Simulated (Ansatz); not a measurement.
Ansatz (a program for electronic structure) input (CCSD(T)/6-31G*):

Ansatz 0.2 input:
```yaml
crystal:
  periodic: [false, false, false]
  atoms:
    - {symbol: Si, position_ang: [-0.06438996, 0.10792656, -0.33870652]}
    - {symbol: Cl, position_ang: [0.14875655, -0.60259937, 1.62395076]}
    - {symbol: C, position_ang: [-1.68422567, -0.48927452, -0.96974390]}
    - {symbol: C, position_ang: [1.34908053, -0.59812530, -1.32840710]}
    - {symbol: C, position_ang: [-0.01755372, 1.96962595, -0.25040577]}
    - {symbol: H, position_ang: [-1.80466688, -1.45266623, -1.45313869]}
    - {symbol: H, position_ang: [-2.60854702, 0.05773366, -0.81903791]}
    - {symbol: H, position_ang: [1.31067953, -1.68868124, -1.33847740]}
    - {symbol: H, position_ang: [2.30793547, -0.29780861, -0.90248910]}
    - {symbol: H, position_ang: [1.30664052, -0.24495506, -2.36160187]}
    - {symbol: H, position_ang: [-0.10229510, 2.40227568, -1.25023322]}
    - {symbol: H, position_ang: [-0.83949839, 2.35125999, 0.35758332]}
    - {symbol: H, position_ang: [0.91854312, 2.31270252, 0.19346381]}
basis:
  gaussian:
    orbitals: 6-31G*
magnetization: {spin_polarized: true, initial_magnetization: 1}
correlation: {method: ccsd_t, electrons: outside_noble_gas}
```

End of the output:

```
13 core orbitals not correlated
reference -23584.24810546 eV, -866.7051318982 hartree; 16, 15 occupied and 70, 71 virtual orbitals, 1011 factors
second order -15.63286646 eV of doubles, -0.00000000 eV of singles
coupled cluster: 1.36 GiB planned
cycle   1  -16.89003292 eV  change    -1.3e0 eV  update   8.6e-2
cycle   2  -17.35854832 eV  change   -4.7e-1 eV  update   2.6e-2
cycle   3  -17.43056499 eV  change   -7.2e-2 eV  update   1.0e-2
cycle   4  -17.43306872 eV  change   -2.5e-3 eV  update   3.4e-3
cycle   5  -17.43264030 eV  change    4.3e-4 eV  update   1.5e-3
cycle   6  -17.43289197 eV  change   -2.5e-4 eV  update   5.3e-4
cycle   7  -17.43301515 eV  change   -1.2e-4 eV  update   2.0e-4
cycle   8  -17.43302023 eV  change   -5.1e-6 eV  update   7.0e-5
cycle   9  -17.43300595 eV  change    1.4e-5 eV  update   3.3e-5
perturbative correction -0.45242502 eV, -0.0166263128 hartree
Total energy: -23602.13353643 eV, -867.3624093632 hartree
```

It need not be the lowest isomer of its formula.
